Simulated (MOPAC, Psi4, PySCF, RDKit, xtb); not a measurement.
Torsional profile of SMILES CC(C)(C)C[SiH2][SeH]. Scanned: dihedral C2–C5–Si6–Se7; all other coordinates were relaxed at GFN2-xTB. Points at φ and −φ are mirror images.

Geometry of the scan point at -120° (Å):
```
21

C     -1.7576    -1.4789     2.5830
C     -3.1083    -1.0244     2.0306
C     -3.2594     0.4877     2.1924
C     -4.2258    -1.7223     2.8148
C     -3.2364    -1.4147     0.5527
Si    -1.9587    -0.6914    -0.6568
Se    -3.2113     0.5091    -2.1653
H     -0.9383    -0.9728     2.0791
H     -1.6308    -2.5508     2.4466
H     -1.6911    -1.2606     3.6467
H     -4.2092     0.8215     1.7797
H     -3.2286     0.7630     3.2445
H     -2.4601     1.0172     1.6793
H     -5.2026    -1.4211     2.4421
H     -4.1431    -2.8035     2.7239
H     -4.1697    -1.4639     3.8700
H     -4.2337    -1.1254     0.2061
H     -3.1913    -2.5038     0.4801
H     -1.2531    -1.7390    -1.3980
H     -0.9708     0.2433    -0.1177
H     -2.1124     0.9386    -2.9721
```

Levels: PBE0/def2-SVP // GFN2-xTB (Psi4); PBE0-D3(BJ)/def2-SVP // GFN2-xTB (Psi4); PBE/def2-SVP // GFN2-xTB (Psi4); PBE-D3(BJ)/def2-SVP // GFN2-xTB (Psi4); UFF // GFN2-xTB (RDKit); PM6, restricted, heats of formation // GFN2-xTB (MOPAC); GFN1-xTB // GFN2-xTB (xtb); RKS-B3LYP/6-31G* = restricted B3LYP/6-31G*, spherical d, density fitting // GFN2-xTB in PySCF 2.14.0; RKS-B3LYP/LANL2DZ = restricted B3LYP/LANL2DZ, with its core potentials past Ne // GFN2-xTB (PySCF); RHF/3-21G = restricted Hartree-Fock/3-21G, density fitting // GFN2-xTB run with PySCF; RHF/6-31G* = restricted Hartree-Fock/6-31G*, spherical d, density fitting // GFN2-xTB run with PySCF.

Least-squares fit of E(φ) = a0 + Σ (a_n cos nφ + b_n sin nφ), n = 1 to 4, to the 12 scan points, in kcal/mol above the lowest point of each profile (levels whose profile four harmonics don't fit are not listed):

| method | a0 | a1 | b1 | a2 | b2 | a3 | b3 | a4 | b4 | rms of fit |
|---|---|---|---|---|---|---|---|---|---|---|
| PBE0/def2-SVP | 0.85 | 0.75 | 0.00 | 0.42 | 0.00 | 0.65 | 0.00 | 0.11 | 0.00 | 0.06 |
| PBE0-D3(BJ)/def2-SVP | 0.65 | 0.41 | 0.00 | 0.48 | 0.00 | 0.67 | 0.00 | 0.08 | 0.00 | 0.08 |
| PBE/def2-SVP | 0.79 | 0.67 | 0.00 | 0.36 | 0.00 | 0.61 | 0.00 | 0.13 | 0.00 | 0.04 |
| PBE-D3(BJ)/def2-SVP | 0.65 | 0.34 | 0.00 | 0.43 | 0.00 | 0.64 | 0.00 | 0.10 | 0.00 | 0.07 |
| UFF | 1.83 | 1.56 | 0.00 | 0.88 | 0.00 | 0.71 | 0.00 | -0.39 | 0.00 | 0.08 |
| PM6 | 1.16 | 1.32 | 0.00 | 0.51 | 0.00 | 0.46 | 0.00 | 0.03 | 0.00 | 0.04 |
| GFN1-xTB | 0.57 | 0.35 | 0.00 | 0.32 | 0.00 | 0.51 | 0.00 | 0.23 | 0.00 | 0.06 |
| RKS-B3LYP/6-31G* | 1.13 | 1.16 | 0.00 | 0.39 | 0.00 | 0.53 | 0.00 | 0.17 | 0.00 | 0.01 |
| RKS-B3LYP/LANL2DZ | 1.18 | 1.18 | 0.00 | 0.43 | 0.00 | 0.51 | 0.00 | 0.06 | 0.00 | 0.03 |
| RHF/3-21G | 1.09 | 1.39 | 0.00 | 0.68 | 0.00 | 0.44 | 0.00 | 0.08 | 0.00 | 0.04 |
| RHF/6-31G* | 1.60 | 1.76 | 0.00 | 0.58 | 0.00 | 0.57 | 0.00 | 0.15 | 0.00 | 0.01 |
